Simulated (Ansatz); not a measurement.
`[F][Ti]([F])([F])[SH]` + HCl → `[F][Ti]([F])([F])[Cl]` + H₂S at 600 K and 1 bar (ligand exchange at a Ti–S bond).

Isolated molecules relaxed with PBE0-D4/def2-TZVP in Ansatz; ΔE leaves out vibrations. CBS: MP2 limit from def2 TZ/QZ plus the TZ coupled-cluster correction, frozen cores. This one scheme is used for every species. For Ti outer-core shells are correlated without core-valence functions, which leaves a few kJ/mol of doubt a bond. Scalar relativity is left out up to krypton. One conformer a species, not always the lowest.

```json
{"species": "`[F][Ti]([F])([F])[SH]`", "CCSD(T)/CBS energy (Eh)": "-1546.91893", "H − E (kJ/mol)": "96.7", "S (J/(mol·K))": "434.6"}
{"species": "HCl", "CCSD(T)/CBS energy (Eh)": "-460.38127", "H − E (kJ/mol)": "35.4", "S (J/(mol·K))": "207.2"}
{"species": "`[F][Ti]([F])([F])[Cl]`", "CCSD(T)/CBS energy (Eh)": "-1608.34854", "H − E (kJ/mol)": "70.1", "S (J/(mol·K))": "395.2"}
{"species": "H₂S", "CCSD(T)/CBS energy (Eh)": "-398.97279", "H − E (kJ/mol)": "60.8", "S (J/(mol·K))": "230.9"}
```

H − E and S are ideal-gas, rigid-rotor, harmonic terms from PBE0-D4/def2-TZVP, for one conformer and one mirror image of each species. 1 Eh = 2625.50 kJ/mol, R = 8.31446 J/(mol·K).

Question: By hand: ΔE, ΔH, ΔS and ΔG.

Answer: ΔE = (-1608.34854) + (-398.97279) − (-1546.91893) − (-460.38127) = -0.02113 Eh = -55.5 kJ/mol. Δ(H − E) = 70.1 + 60.8 − 96.7 − 35.4 = -1.2, so ΔH = -56.7 kJ/mol. ΔS = 395.2 + 230.9 − 434.6 − 207.2 = -15.7 J/(mol·K). ΔG = -56.7 − 600 × (-15.7)/1000 = -47.3 kJ/mol.

Question: By hand: the equilibrium constant, and the temperature at which ΔG would vanish if ΔH and ΔS stayed fixed.

Answer: log₁₀ K = −ΔG/(RT ln 10) = 4.1. ΔG = 0 at ΔH/ΔS = 3611 K, far beyond where these terms or the molecules hold.

ΔH outweighs TΔS. A doubt of 5 kJ/mol in ΔE shifts log₁₀ K by 0.4 here. Other conformers and mirror images would add mixing entropy, several J/(mol·K) or more a flexible species. These are equilibria of isolated gas molecules and say nothing of rates. Largest T1 diagnostic: 0.025 (customary marks: 0.02 for closed shells, 0.045 for open ones).
